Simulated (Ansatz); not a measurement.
Reaction (SMILES): Cl[Si](Cl)(Br)Br -> Cl[Si](Cl)Br + Br atom (the Br-Si bond at the site shown breaks; other sites are not compared here)
Structures are relaxed separately at B3LYP-D3(BJ)/def2-TZVP in Ansatz (a first-principles code). Frequencies are from Ansatz.

Quantity: bond dissociation energy (enthalpy at 298 K, with B3LYP-D3(BJ) rigid-rotor harmonic-oscillator terms), in kcal/mol. Correlated levels leave the core frozen unless marked. UHF or UKS for open shells. No spin-orbit coupling. The frozen core is the preceding noble-gas configuration, with the filled d and f shells of earlier blocks. No relativistic terms. CBS(X,Y): correlation extrapolated as X^-3; Hartree-Fock from the larger set.

CCSD(T)/CBS(def2-TZVPP,def2-QZVPP) (Ansatz) gives 95.1 kcal/mol.

Question: Another calculation gave 89.9 kcal/mol. Which level was it?
(A) SVWN5/def2-TZVPD (Ansatz)
(B) HSE06/def2-TZVPD (Ansatz)
(C) revPBE/def2-TZVPD (Ansatz)
(D) CAM-B3LYP/def2-TZVPD (Ansatz)

Answer: B, HSE06/def2-TZVPD (Ansatz). The others give 86.9 (CAM-B3LYP), 104.4 (SVWN5), 83.4 (revPBE) kcal/mol.
